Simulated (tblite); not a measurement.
Parent: `[CH:1]#[C:2][CH2:3][C:4]([CH3:5])([CH3:6])[SiH3:7]` with C2–C3–C4–C5 62°, C6H12Si.

Structures optimised with GFN2-xTB, isolated species. One conformer each, not checked by frequencies here.

```tsv
coordinate of the parent	value
C1≡C2	1.197 Å
C2–C3	1.447 Å
C3–C4	1.540 Å
C4–C5	1.528 Å
C4–C6	1.530 Å
C4–Si7	1.918 Å
C1–C2–C3	179.1°
C2–C3–C4	112.9°
C3–C4–C5	109.0°
C3–C4–C6	107.9°
C3–C4–Si7	110.5°
C5–C4–C6	108.9°
C5–C4–Si7	110.4°
C6–C4–Si7	110.0°
```

Question: How does the shared frame change in `[CH:1]#[C:2][SiH2:3][CH2:4][C:5]([CH3:6])([CH3:7])[SiH3:8]` with C2–Si3–C4–C5 -178°, Si3–C4–C5–C6 176°, C6H14Si2? Atoms pair as C3 = C4, C4 = C5, C5 = C6, C6 = C7, Si7 = Si8 (parent first).

Answer: 
```csv
parent,relative,value in the relative,change
C3–C4,C4–C5,1.535 Å,-0.005
C4–C5,C5–C6,1.534 Å,+0.006
C4–C6,C5–C7,1.529 Å,-0.001
C4–Si7,C5–Si8,1.916 Å,-0.002
C3–C4–C5,C4–C5–C6,107.7°,-1.3
C3–C4–C6,C4–C5–C7,110.0°,+2.1
C3–C4–Si7,C4–C5–Si8,112.3°,+1.8
C5–C4–C6,C6–C5–C7,108.1°,-0.8
C5–C4–Si7,C6–C5–Si8,108.4°,-2.0
C6–C4–Si7,C7–C5–Si8,110.2°,+0.2
```

Of the parent's bonds, C3–C4 and C4–C5 change most and about equally (-0.005 to +0.006 Å). Bonds of the relative outside the shared frame: C1≡C2 1.202, C2–Si3 1.853, Si3–C4 1.904 Å. Point group C1 → C1.

Question: How does the shared frame change in `[CH:1]#[C:2][CH2:3][C@@H:4]([CH3:5])[SiH3:6]` with C2–C3–C4–C5 64°, C5H10Si? Atoms pair as C1 = C1, C2 = C2, C3 = C3, C4 = C4, C5 = C5, Si7 = Si6 (parent first).

Answer: 
```json
{"parent": "C1≡C2", "relative": "C1≡C2", "value in the relative": "1.197 Å", "change": "0.000"}
{"parent": "C2–C3", "relative": "C2–C3", "value in the relative": "1.448 Å", "change": "+0.001"}
{"parent": "C3–C4", "relative": "C3–C4", "value in the relative": "1.537 Å", "change": "-0.003"}
{"parent": "C4–C5", "relative": "C4–C5", "value in the relative": "1.527 Å", "change": "-0.001"}
{"parent": "C4–Si7", "relative": "C4–Si6", "value in the relative": "1.909 Å", "change": "-0.009"}
{"parent": "C1–C2–C3", "relative": "C1–C2–C3", "value in the relative": "178.0°", "change": "-1.1"}
{"parent": "C2–C3–C4", "relative": "C2–C3–C4", "value in the relative": "111.6°", "change": "-1.3"}
{"parent": "C3–C4–C5", "relative": "C3–C4–C5", "value in the relative": "110.2°", "change": "+1.2"}
{"parent": "C3–C4–Si7", "relative": "C3–C4–Si6", "value in the relative": "111.0°", "change": "+0.5"}
{"parent": "C5–C4–Si7", "relative": "C5–C4–Si6", "value in the relative": "111.5°", "change": "+1.1"}
```

Of the parent's bonds, C4–Si7 changes most (-0.009 Å). Point group C1 → C1.

All values are computed, not measured.
